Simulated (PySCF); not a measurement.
A species of formula C5H5FN2 has this rotational fingerprint, computed with PBE0/def2-SVPD in PySCF (dipole) on a GFN2-xTB geometry, gas phase:

| Item | Value |
| --- | --- |
| Rotational constants | A = 2115, B = 1964, C = 1656 MHz |
| Dipole components | \|μa\| = 0.00 D, \|μb\| = 3.24 D, \|μc\| = 2.08 D |
| Inertial defect | -191.09 u·Å² |
| κ | 0.34 |

**Question.** Which candidate fits, each taken in the one conformer that was computed?
A. `[CH2:1]=[CH:2][c:3]1[cH:4][n:5][c:6]([F:7])[nH:8]1` with C1–C2–C3–C4 180°
B. `[F:1][CH2:2][c:3]1[cH:4][cH:5][n:6][n:7][cH:8]1` with F1–C2–C3–C4 0°
C. `[H]/[N:5]=[C:4]1/[C@@H:3]([C:2]#[N:1])[C@@H:7]([F:8])[CH2:6]1` with C2–C3–C4–N5 78°, C3–C4–C6–C7 -10°, C4–C6–C7–F8 129°, C2–C3–C7–C6 103°
D. `[CH3:1][CH2:2][C:3]([F:4])([C:5]#[N:6])[C:7]#[N:8]` with C1–C2–C3–F4 180°

**Answer.** D. It is CCC(F)(C#N)C#N, an asymmetric top, point group Cs. The candidates at the same level (rigid rotor, commonest isotopes):

```
                      SMILES  A (MHz)  B (MHz)  C (MHz)  μa (D)  μb (D)  μc (D)  Δ (u·Å²)  point group           rotor
[H]/N=C1\C[C@H](F)[C@@H]1C#N     2633     2203     1350    2.95    4.52    1.16    -46.92           C1  asymmetric top
            C=Cc1cnc(F)[nH]1     5311     1432     1128    2.75    1.92    0.00      0.00           Cs  asymmetric top
              CCC(F)(C#N)C#N     2115     1964     1656    0.00    3.24    2.08   -191.09           Cs  asymmetric top
                  FCc1ccnnc1     5420     1473     1167    3.16    0.10    0.00     -3.23           Cs  asymmetric top
```

`[H]/N=C1\C[C@H](F)[C@@H]1C#N` has A 24 % too high; `C=Cc1cnc(F)[nH]1` has A 151 % too high; `FCc1ccnnc1` has A 156 % too high. In the right answer the mirror of this Cs structure is the bc plane, so μa vanishes by symmetry (the 0.03 D computed is a residue). No structure here is proved a minimum.
